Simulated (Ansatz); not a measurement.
Al₂Ru₃. Charge 0, multiplicity 1. Geometry PBE-D4/def2-SVP.

Cartesian coordinates in Å:
```
Ru 0.122 0.198 -1.781
Ru -0.558 -1.449 -0.509
Ru -1.030 0.333 0.930
Al 0.524 1.819 -0.069
Al 0.941 -0.901 1.429
```

In the def2 sets Ru takes a core potential; there is no spin–orbit coupling. B3LYP takes the VWN-RPA correlation. At PBE-D4/def2-TZVP an occupied level lies above an empty one. Another isomer (quintet) lies 1.98 eV lower at PBE0-D4/def2-TZVP; other spin states weren't run for this one.

(1) Estimate the orbital energies around the gap (eV) in Ansatz with PBE-D4/def2-TZVP, r2SCAN-D4/def2-TZVP, r2SCANh-D4/def2-TZVP, B3LYP-D4/def2-TZVP, PBE0-D4/def2-TZVP.

Results:

(1) 
| orbital | PBE-D4/def2-TZVP | r2SCAN-D4/def2-TZVP | r2SCANh-D4/def2-TZVP | B3LYP-D4/def2-TZVP | PBE0-D4/def2-TZVP |
| --- | --- | --- | --- | --- | --- |
| HOMO−5 | -5.11 | -5.26 | -5.60 | -5.78 | -5.99 |
| HOMO−4 | -5.00 | -5.12 | -5.48 | -5.72 | -5.94 |
| HOMO−3 | -4.61 | -4.76 | -5.18 | -5.45 | -5.67 |
| HOMO−2 | -4.37 | -4.47 | -4.82 | -5.06 | -5.26 |
| HOMO−1 | -4.22 | -4.32 | -4.59 | -4.78 | -4.89 |
| HOMO | -3.84 | -3.94 | -4.31 | -4.59 | -4.78 |
| LUMO | -3.89 | -3.82 | -3.48 | -3.18 | -3.00 |
| LUMO+1 | -3.76 | -3.70 | -3.37 | -3.05 | -2.86 |
| LUMO+2 | -3.62 | -3.56 | -3.22 | -2.93 | -2.73 |
| LUMO+3 | -3.17 | -3.02 | -2.70 | -2.52 | -2.31 |
| LUMO+4 | -2.59 | -2.45 | -2.19 | -2.02 | -1.86 |
| LUMO+5 | -2.44 | -2.31 | -2.06 | -1.91 | -1.76 |
